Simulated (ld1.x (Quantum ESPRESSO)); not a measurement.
## u(r) = r·R(r): atom against pseudo-atom (Mn (Z = 25))

Columns: radius, all-electron u(r) and pseudo u(r) of the 3d shell (level -7.01 eV) of manganese in the configuration [Ne] 3s2 3p6 3d5 4s2 4p0; LDA (PZ), scalar-relativistic, TM semilocal scheme, ld1.x (Quantum ESPRESSO) 7.5.

```json
{"r (bohr)": "0.053", "all-electron": "0.0124", "pseudo": "0.0028"}
{"r (bohr)": "0.105", "all-electron": "0.0658", "pseudo": "0.0211"}
{"r (bohr)": "0.158", "all-electron": "0.1570", "pseudo": "0.0675"}
{"r (bohr)": "0.210", "all-electron": "0.2661", "pseudo": "0.1457"}
{"r (bohr)": "0.262", "all-electron": "0.3803", "pseudo": "0.2536"}
{"r (bohr)": "0.315", "all-electron": "0.4915", "pseudo": "0.3842"}
{"r (bohr)": "0.368", "all-electron": "0.5912", "pseudo": "0.5210"}
{"r (bohr)": "0.420", "all-electron": "0.6745", "pseudo": "0.6463"}
{"r (bohr)": "0.473", "all-electron": "0.7438", "pseudo": "0.7528"}
{"r (bohr)": "0.525", "all-electron": "0.7968", "pseudo": "0.8303"}
{"r (bohr)": "0.578", "all-electron": "0.8366", "pseudo": "0.8808"}
{"r (bohr)": "0.630", "all-electron": "0.8632", "pseudo": "0.9063"}
{"r (bohr)": "0.683", "all-electron": "0.8794", "pseudo": "0.9141"}
{"r (bohr)": "0.735", "all-electron": "0.8863", "pseudo": "0.9100"}
{"r (bohr)": "0.788", "all-electron": "0.8858", "pseudo": "0.8992"}
{"r (bohr)": "0.840", "all-electron": "0.8794", "pseudo": "0.8855"}
{"r (bohr)": "0.893", "all-electron": "0.8681", "pseudo": "0.8700"}
{"r (bohr)": "0.945", "all-electron": "0.8533", "pseudo": "0.8536"}
{"r (bohr)": "0.998", "all-electron": "0.8353", "pseudo": "0.8353"}
{"r (bohr)": "1.050", "all-electron": "0.8156", "pseudo": "0.8156"}
{"r (bohr)": "1.102", "all-electron": "0.7945", "pseudo": "0.7945"}
{"r (bohr)": "1.155", "all-electron": "0.7718", "pseudo": "0.7718"}
{"r (bohr)": "1.208", "all-electron": "0.7485", "pseudo": "0.7485"}
{"r (bohr)": "1.260", "all-electron": "0.7253", "pseudo": "0.7253"}
{"r (bohr)": "1.313", "all-electron": "0.7015", "pseudo": "0.7015"}
{"r (bohr)": "1.365", "all-electron": "0.6783", "pseudo": "0.6783"}
```

Task: How many radial nodes do the two functions have?

Result: The all-electron 3d function has n − l − 1 = 0; the pseudo-wave has 0.

Task: At about which radius was the pseudo-wave matched?

Result: 1.05 bohr. The columns agree to 0.0005 from 0.94 bohr on; several derivatives are matched, so the curves merge somewhat inside the radius.

Task: Is the pseudo-wave norm-conserving?

Result: Yes: the TM semilocal scheme keeps the norm inside the radius equal to the all-electron one, which fixes the energy derivative of the logarithmic derivative at the level.
